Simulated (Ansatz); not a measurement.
Cost and result for the atomization energy of C2H9B2N, SMILES `BCN(B)C` (14 atoms, 13 bonds).

```tsv
atom	x (Å)	y (Å)	z (Å)
B1	1.098	-1.202	1.334
C2	-0.201	-0.568	0.780
N3	-0.113	0.371	-0.320
B4	0.955	1.239	-0.481
C5	-1.291	0.406	-1.159
H6	1.058	-1.741	2.402
H7	2.088	-1.273	0.671
H8	-0.877	-0.192	1.561
H9	-0.704	-1.499	0.435
H10	0.940	2.021	-1.388
H11	1.861	1.199	0.302
H12	-2.184	0.642	-0.569
H13	-1.458	-0.565	-1.639
H14	-1.172	1.163	-1.932
```

Total charge 0; spin multiplicity 1. The geometry is a stationary point of PBE0-D4/def2-TZVP. It is one conformer, not always the lowest. Program: Ansatz. All runs use 4 threads of an Arm Neoverse V2 on a shared host. Times are those of one run each, without the atoms' runs, and a repeat can differ threefold. Electronic energies, without spin–orbit coupling; frozen cores. CCSD(T)/CBS adds CCSD(T) − MP2 in def2-TZVPP to the MP2 limit, and its time is that of the two runs behind it. T1 = 0.013. B3LYP takes the VWN-RPA correlation (the form of Gaussian; ORCA's B3LYP/G).

CCSD(T)/CBS is a level of theory with its own doubt, some kJ/mol a heavy atom from the limit and from the frozen cores, so smaller differences don't rank the functionals.

```csv
level,functions,wall time,atomization (kJ/mol),difference from CCSD(T)/CBS,per bond
PBE0-D4/def2-TZVPP,281,2.3 s,5254.6,53.1,4.1
PBE-D4/def2-TZVPP (with forces),281,2.7 s,5317.0,115.5,8.9
r2SCAN-D4/def2-TZVPP (with forces),281,3.8 s,5239.1,37.6,2.9
B3LYP-D4/def2-TZVPP (with forces),281,3.8 s,5258.1,56.6,4.4
B2PLYP/def2-TZVPP,281,4.7 s,5190.4,-11.1,-0.8
ωB97X-V/def2-TZVPP,281,6.5 s,5239.6,38.1,2.9
ωB97M-V/def2-TZVPP (with forces),281,9.5 s,5250.8,49.3,3.8
MP2/def2-QZVPP,555,24 s,5208.7,7.2,0.6
CCSD(T)/def2-TZVPP,281,2.6 min,5089.0,-112.5,-8.7
CCSD(T)/CBS(def2),–,3 min,5201.5,0.0,0.0
```

In def2-TZVPP, CCSD(T) changes the Hartree–Fock value by +1136.4 kJ/mol (the triples alone add +60.3 kJ/mol) and MP2 by +1189.6 kJ/mol; breaking electron pairs costs correlation energy, which Hartree–Fock lacks. The D4 term adds +39.5 kJ/mol with B3LYP and +20.8 kJ/mol with PBE0; it sums over pairs of atoms, weighted by their polarisabilities, and B3LYP, whose exchange is more repulsive, gets the larger term. From PBE to PBE0 (25 % exact exchange), in def2-TZVPP and without D4, the atomization energy moves by −58.4 kJ/mol: exact exchange takes away binding that semilocal exchange gives to molecules.
